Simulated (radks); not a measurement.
Problem. Radial electron density D(r) = 4 pi r^2 rho(r) of an atom or ion with 19.1 electrons. Calculated with a radial shooting solver on a logarithmic mesh with Libxc functionals: Dirac Kohn-Sham, BLYP, spin-unpolarised, spherical densities, finite nucleus; Fermi nuclear charge, rms radius of each element as measured or else 0.836 A^(1/3) + 0.57 fm.

```
   r/bohr * D(r) (the largest magnitude, 24.5, reaches the edge; | marks zero)
 0.004275 | *
 0.005611 |   *
 0.007307 |     *
 0.009591 |         *
  0.01249 |              *
  0.01639 |                     *
  0.02134 |                             *
  0.02802 |                                      *
  0.03677 |                                               *
  0.04788 |                                                    *
  0.06285 |                                                   *
  0.08184 |                                             *
   0.1074 |                                       *
   0.1399 |                                       *
   0.1836 |                                               *
   0.2391 |                                                      *
   0.3138 |                                                 *
   0.4119 |                                *
   0.5364 |                *
    0.704 |             *
   0.9167 |                *
    1.203 |               *
    1.567 |        *
    2.057 |   *
    2.678 |*
    3.515 |*
    4.614 *
    6.008 *
    7.886 *
    10.27 *
```

What is the nuclear charge?

Solution. Z = 20. The innermost maximum, from 1s, lies near gamma/Z bohr with gamma = sqrt(1 - (Z/c)^2) = 0.989, here 0.0495 bohr (found: 0.0527), and its height grows with Z. The density is that of the calcium ion Ca0.9+ in [Ar] 4s1.1; the configuration itself is not fixed sharply by these data, and Z only to about a unit. D(r) has 3 maxima, at r = 0.0527, 0.253, 1.00 bohr, and minima at 0.123, 0.660 bohr, inside which lie 2.16, 10.35 electrons.
